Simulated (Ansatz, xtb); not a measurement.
Relative energy of two isomers of C4H7NSSi

Structure I is `NC1=C[Si@@H](S)C=C1`, a singlet and structure II is `N[Si@@H]1C=CC=C1S`, a singlet. Both are isolated molecules in the gas phase, relaxed with B3LYP/def2-SVP; the shapes shown needn't be the lowest conformers.

I (Å):

```xyz
14

C    -1.2089   -0.4877    0.1145
C    -0.1538    0.0724   -0.5509
C    -0.3184    0.5734    2.1063
C    -1.2864   -0.2028    1.5858
N    -2.1752   -1.3097   -0.4055
S     1.1458    3.1284    0.3319
Si    0.8536    1.0064    0.6857
H    -3.0354   -1.4437    0.1107
H    -2.2490   -1.4000   -1.4110
H    -0.0002   -0.0610   -1.6234
H     2.2502    0.5436    0.9315
H    -0.1528    3.3806    0.0440
H    -0.2847    0.8409    3.1647
H    -2.1110   -0.6361    2.1667
```

II (Å):

```xyz
14

C    -2.2879    0.5762    0.7476
C    -1.6314    1.5323    1.4448
C    -0.1557    1.4273    1.5507
C     0.4132    0.3593    0.9370
N    -0.7736   -1.0360   -1.4970
S     2.1051   -0.0709    0.8347
Si   -1.0040   -0.6738    0.1768
H    -0.6734   -0.3054   -2.1944
H    -1.1539   -1.8862   -1.8986
H    -1.1575   -1.9954    0.8508
H    -3.3741    0.5813    0.6329
H    -2.1337    2.3752    1.9352
H     0.4083    2.1909    2.0988
H     2.6145    0.9485    1.5728
```

Quicker runs give these differences E(II) − E(I): GFN2-xTB +39.3 kJ/mol; HF/STO-3G +7.7 kJ/mol (at GFN2-xTB geometries); r2SCAN-D4/def2-SVP +52.2 kJ/mol (at GFN2-xTB geometries).

**Question.** Estimate E(II) − E(I) at the level CCSD(T)/def2-SVP + ΔMP2/def2-TZVPP.

**Answer.** Calculated at CCSD(T)/def2-SVP + ΔMP2/def2-TZVPP: E(II) − E(I) = +18.1 kJ/mol, so structure I lies lower.

Level by level:

```
                             level        geometry  E(II) − E(I) (kJ/mol)  departure from the last row (kJ/mol)  job, with rough time for the two
                          GFN2-xTB        GFN2-xTB                   +39.3                                 +21.2               optimisation, 2.8 s
                         HF/STO-3G        GFN2-xTB                    +7.7                                 −10.4               single point, 6.5 s
                r2SCAN-D4/def2-SVP        GFN2-xTB                   +52.2                                 +34.1                single point, 22 s
                    B3LYP/def2-SVP  B3LYP/def2-SVP                   +38.4                                 +20.3              optimisation, 11 min
                       HF/def2-SVP  B3LYP/def2-SVP                   +40.8                                 +22.7           part of the CCSD(T) run
                      MP2/def2-SVP  B3LYP/def2-SVP                   +31.3                                 +13.2           part of the CCSD(T) run
                  CCSD(T)/def2-SVP  B3LYP/def2-SVP                   +31.3                                 +13.3                      single point
CCSD(T)/def2-SVP + ΔMP2/def2-TZVPP  B3LYP/def2-SVP                   +18.1                                                   single point, 4.6 min
```

As drawn, II has 1 N–Si, 1 C–S in place of 1 C–N, 1 S–Si.

The levels shown agree on the order. The largest departure from CCSD(T)/def2-SVP + ΔMP2/def2-TZVPP is that of r2SCAN-D4/def2-SVP, 34.1 kJ/mol. The last row adds to CCSD(T) the change of the MP2 difference between the two basis sets, here −13.3 kJ/mol, a large step that makes the value less sure.

With thermal terms from frequencies at re-optimised GFN2-xTB minima (ideal gas, soft modes damped towards free rotors, one conformer each, 298.15 K, 1 atm): on the last row, ΔE + ΔZPE = +15.5, ΔH = +15.7, ΔG = +15.9 kJ/mol.

The correlated steps freeze 15 core orbitals. Run with Ansatz 0.2.0, xtb 6.7.1; the last row on 2 threads of Intel(R) Xeon(R) Processor @ 2.50GHz (Skylake/Cascade Lake) on a shared host.
